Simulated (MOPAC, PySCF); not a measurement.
[W(Cl)5(OH)], neutral singlet in the gas phase. 

Cartesian coordinates (Å):
```xyz
8

W     -0.0868     0.0053     0.0377
Cl     2.1442     0.0695    -0.6564
Cl    -0.5928     1.6228    -1.5417
Cl     0.3473     1.6971     1.5905
Cl    -0.5346    -1.6461    -1.5536
Cl    -2.3307    -0.0180     0.6902
O      0.3204    -1.2875     1.3020
H      0.5348    -1.9647     1.9656
```
Charge 0, spin multiplicity 1.

All levels are single points at this geometry (BP86-D3(BJ)/def2-SVP); Pople sets use spherical d functions. Orbital energies aren't observables, and empty levels follow the basis.

HF/6-31G* (LANL2DZ on W) in PySCF gives HOMO (eV) = -12.26.

Task: Estimate the HOMO (eV) from each of these levels: B3LYP-D3(BJ)/def2-TZVP in PySCF; PBE-D3(BJ)/def2-TZVP in PySCF; TPSSh-D3(BJ)/def2-TZVP in PySCF; B3LYP/6-311+G** (LANL2DZ on W) in PySCF; B3LYP/6-31G* (LANL2DZ on W) in PySCF; B3LYP/LANL2DZ in PySCF; BP86/6-31G* (LANL2DZ on W) in PySCF; M06-2X/6-31G* (LANL2DZ on W) in PySCF; PBE/6-31G* (LANL2DZ on W) in PySCF; SVWN5/6-31G* (LANL2DZ on W) in PySCF; PM6 in MOPAC; PM7 in MOPAC.

Result: 
```
level                                    HOMO (eV)
---------------------------------------  ---------
B3LYP-D3(BJ)/def2-TZVP in PySCF              -8.56
PBE-D3(BJ)/def2-TZVP in PySCF                -7.49
TPSSh-D3(BJ)/def2-TZVP in PySCF              -8.15
B3LYP/6-311+G** (LANL2DZ on W) in PySCF      -8.73
B3LYP/6-31G* (LANL2DZ on W) in PySCF         -8.68
B3LYP/LANL2DZ in PySCF                       -9.00
BP86/6-31G* (LANL2DZ on W) in PySCF          -7.71
M06-2X/6-31G* (LANL2DZ on W) in PySCF       -10.31
PBE/6-31G* (LANL2DZ on W) in PySCF           -7.61
SVWN5/6-31G* (LANL2DZ on W) in PySCF         -7.72
PM6 in MOPAC                                 -9.82
PM7 in MOPAC                                -11.51
```
